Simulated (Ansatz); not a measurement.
Isolated molecules relaxed with PBE0-D4/def2-TZVP in Ansatz; ΔE leaves out vibrations. CBS: MP2 limit from def2 TZ/QZ plus the TZ coupled-cluster correction, frozen cores. This one scheme is used for every species. def2 core potentials past Kr. For Ge, I outer-core shells are correlated without core-valence functions, which leaves a few kJ/mol of doubt a bond. Scalar relativity is left out up to krypton.

`[CH3][GeH2][F]` + HI → `[F][GeH2][I]` + CH₄  (ligand exchange at a Ge–C bond)

| species | CCSD(T)/CBS(def2) energy (Eh) |
| --- | --- |
| `[CH3][GeH2][F]` | -2217.00316 |
| HI | -298.03592 |
| `[F][GeH2][I]` | -2474.61172 |
| CH₄ | -40.46206 |

Question: Work out ΔE.

Answer: ΔE = (-2474.61172) + (-40.46206) − (-2217.00316) − (-298.03592) = -0.03470 Eh = -91.1 kJ/mol.

Largest T1 diagnostic among the species: 0.011.

Leaving LDA and LC-ωPBE aside and taking each functional with its dispersion term where it has one, the values, not all of them listed here, spread over 9.1 kJ/mol, from BHLYP-D4 to CAM-B3LYP-D4. LDA lies +7.3 kJ/mol from PBE without D4. In def2-TZVPP, CCSD(T) changes the Hartree–Fock value by +13.5 kJ/mol (the triples alone add −0.4 kJ/mol) and MP2 by +6.5 kJ/mol.
